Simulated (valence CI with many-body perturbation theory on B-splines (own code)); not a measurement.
Te²⁺: key properties

Calculated by configuration interaction combined with many-body perturbation theory (CI+MBPT): four valence electrons over a frozen Dirac-Fock core [Kr] 4d10, radial functions for each j: 11 s, 11 p, 9 d, 7 f, 5 g, 2 h, 1 i, with the one-electron correlation potential Σ1 (screened to all orders), the two-electron term Σ2, the three-electron term Σ3, Breit, model QED; selected single and double excitations, second order for the rest, scaled by the run's own slope (own B-spline code, finite nucleus).

Against 45 measured levels this calculation errs by 178 cm⁻¹ on average and by 974 at most. These come from a selection out of Zhang, Palmeri, Quinet and Biemont, Astron. Astrophys. 551, A136 (2013). Levels without a partner in it may be off by more. Among the levels kept, up to 270 cm⁻¹ of a level comes from second order outside the variational space, and about a tenth of that is noise between levels of different J, which matters for small intervals. 7 measured levels below the end of the list, from 114216 cm⁻¹ on, found no clear computed partner, and computed levels of the same name lie up to 1987 cm⁻¹ from them.

Rates and lifetimes use the calculated energies. Strong lines usually hold to 10 to 20 %, long lifetimes can be off by a factor of two.

Problem. What is the ground level?

Solution. 5s2.5p2 3P_0, composition 90 % 5s2.5p2 3P + 6 % 5s2.5p2 1S.

Problem. How well does LS coupling describe the low levels?

Solution. Among the lowest 20 levels the leading LS term, summed over configurations, holds 83 % on average. For single configurations the figures are 72 % in LS and 66 % in jj coupling. Terms mix most in the J = 2 level at 100305 cm⁻¹, where the leading one holds 44 %.

Problem. Among levels below 173861 cm⁻¹, which E1 lines absorb most strongly from the ground level?

Solution. to 5s2.5p.5d 1P°_1 at 87.37 nm, f = 1.42; to 5s.5p3 3S°_1 at 86.06 nm, f = 1.36; to 5s2.5p.6s 3P°_1 at 92.59 nm, f = 0.245.

Problem. Name the longest-lived excited levels whose lifetime is computed, and their main decay.

Solution. 5s2.5p2 3P_2 at 8161 cm⁻¹ lives 2.36 s, mostly by M1 to 5s2.5p2 3P_1; 5s2.5p2 3P_1 at 4766 cm⁻¹ lives 550 ms, mostly by M1 to 5s2.5p2 3P_0; 5s2.5p.5d 3F°_4 at 111311 cm⁻¹ lives 227 ms, mostly by M1 to 5s2.5p.5d 3F°_3.

Problem. What are the static dipole polarisabilities of the lowest levels?

Solution. 5s2.5p2 3P_0 14.2; 5s2.5p2 3P_1 14.6 (tensor -0.066); 5s2.5p2 3P_2 14.7 (tensor -0.11); 5s2.5p2 1D_2 15.2 bohr³, of which the core gives 1.30.
